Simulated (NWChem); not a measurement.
SrCl$_{2}$; SMILES [Cl][Sr][Cl]

def2 effective core potentials on Sr; no spin-orbit coupling.

**Question.** Give the equilibrium geometry at PBE0/def2-SVP with def2 effective core potentials on Sr (NWChem) as a list of bonds and angles, with the point group.

**Answer.** point group C2v; any orientation.
Bonded distances (Å): Sr1–Cl2 2.612, Sr1–Cl3 2.612. Bond angles (°): Cl2–Sr1–Cl3 148.8.
